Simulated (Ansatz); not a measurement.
Consider the substitution at a C–Si bond: `C[SiH](F)CO` + `[OH][W]([F])(=[S])=[S]` → `C[O][W]([F])(=[S])=[S]` + `OC[SiH2]F`.

Program: Ansatz. Geometries: PBE0-D4/def2-TZVP. ΔE: electronic, gas phase. CCSD(T)/CBS is the MP2 limit (def2-TZVPP, def2-QZVPP) plus CCSD(T) − MP2 in def2-TZVPP, frozen cores. DFT in def2-TZVPP. B3LYP here is the variant with VWN-RPA as its local correlation; programs differ in this. def2 core potentials past Kr. For W outer-core shells are correlated without core-valence functions, which leaves a few kJ/mol of doubt a bond. Each species was taken in one conformer, which may not be the lowest.

```
             level  ΔE (kJ/mol)
         r2SCAN-D4         92.5
           PBE0-D4         91.1
          B3LYP-D4         82.8
               PBE         89.1
              PBE0         91.6
    MP2/def2-QZVPP         91.4
SCS-MP2/def2-QZVPP         85.5
    CCSD/CBS(def2)         91.9
```

(1) What does CCSD(T)/CBS give? (Estimate.)

Largest T1 diagnostic among the species: 0.022, so the coupled-cluster value is less sure than usual.

Answers

(1) Ansatz gave: +91.3 kJ/mol. The listed levels differ from it by 1.2, -0.2, -8.5, -2.2, 0.3, 0.1, -5.8, 0.6 kJ/mol.

In def2-TZVPP, CCSD(T) changes the Hartree–Fock value by +11.1 kJ/mol (the triples alone add −0.7 kJ/mol) and MP2 by +13.3 kJ/mol.
